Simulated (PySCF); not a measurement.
# Relaxing a trial structure of F2SiSn

The starting geometry of this gas-phase triplet was optimised with GFN2-xTB.

```csv
atom,x (Å),y (Å),z (Å)
F,0.0305,-1.3308,2.5616
F,-1.1286,-0.5150,-1.9775
Si,0.1158,-1.4099,0.8863
Sn,-1.8009,-0.0174,-0.0893
```

**Question.** Where would you expect an optimisation with B3LYP-D3(BJ)/def2-SVP to take it?

**Answer.** It keeps its bonds.

The energy falls by 0.15 eV over 11 steps:

```csv
step,E − E(last) (eV)
1,0.151
2,0.021
3,0.006
4,0.004
5,0.002
7,0.000
8,0.000
9,0.000
10,0.000
11,0.000
```

Final geometry (Å):

```xyz
4

F    -0.0155   -1.2750    2.5768
F    -1.2484   -0.4814   -2.0291
Si    0.2397   -1.4958    0.9664
Sn   -1.7606   -0.0718   -0.1678
```

No frequencies were run, so the end isn't proven a minimum. Open shells are spin-unrestricted. The triplet needn't be the ground state. Atoms past krypton carry core potentials, without spin–orbit terms. Run with PySCF 2.14.0, 63 s on 2 threads of Intel(R) Xeon(R) Platinum 8488C (Sapphire Rapids), on a shared host.
